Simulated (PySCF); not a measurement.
Excitations are Tamm–Dancoff values on a coarser integration grid. The basis has no diffuse functions, so Rydberg states are missing or too high.

Cartesian coordinates (Å):
```xyz
7

C      1.7339    -0.1524    -0.1136
C      0.5431    -0.0888     0.0086
C     -0.8905    -0.0247     0.1689
Cl    -1.6560     1.1567    -0.9774
H      2.7891    -0.2069    -0.2239
H     -1.1636     0.3034     1.1696
H     -1.3558    -0.9873    -0.0322
```
Charge 0, multiplicity 1.

### Question
What total energy, LUMO and S1–T1 gap (TDA) does TPSSh-D3(BJ)/def2-TZVP // B3LYP-D3(BJ)/def2-TZVP (PySCF) give?

### Answer

* **total energy**: -15682.79 eV
* **LUMO**: -0.95 eV
* **S1–T1 gap (TDA)**: 0.85 eV
